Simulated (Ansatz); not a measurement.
CH3FGeOS (`[OH][Ge]1([F])[CH2][S]1`), relaxed with RKS PBE0-D4/def2-TZVP in Ansatz 0.2.0 from a PBE-D4/def2-SVP geometry. The force threshold is 0.005 eV/Å; the program also tests the step.

The species carries charge 0 and has multiplicity 1.

Start:

```xyz
8

O     1.338    0.987   -1.305
Ge    0.642    0.203    0.130
F     1.639    0.771    1.445
C    -1.191   -0.247    0.472
S    -0.145   -1.841    0.107
H     1.248    0.387   -2.071
H    -1.565   -0.210    1.511
H    -1.965   -0.050   -0.290
```

```csv
step,energy (eV),largest force (eV/Å),largest move (Å)
1,-73190.8545,0.856,0.000
2,-73190.9047,0.386,0.029
3,-73190.9130,0.113,0.024
4,-73190.9147,0.035,0.012
5,-73190.9151,0.031,0.007
6,-73190.9152,0.077,0.046
7 (rejected),-73190.9147,0.053,0.020
8,-73190.9155,0.006,0.009
9,-73190.9156,0.002,0.003
```

End:

```xyz
8

O     1.352    0.944   -1.273
Ge    0.646    0.191    0.139
F     1.624    0.757    1.430
C    -1.175   -0.245    0.460
S    -0.144   -1.818    0.140
H     1.176    0.431   -2.068
H    -1.556   -0.195    1.475
H    -1.923   -0.064   -0.304
```

Run time 41 s (4 threads of an Arm Neoverse V1 on a shared host); peak host memory 0.58 GiB.
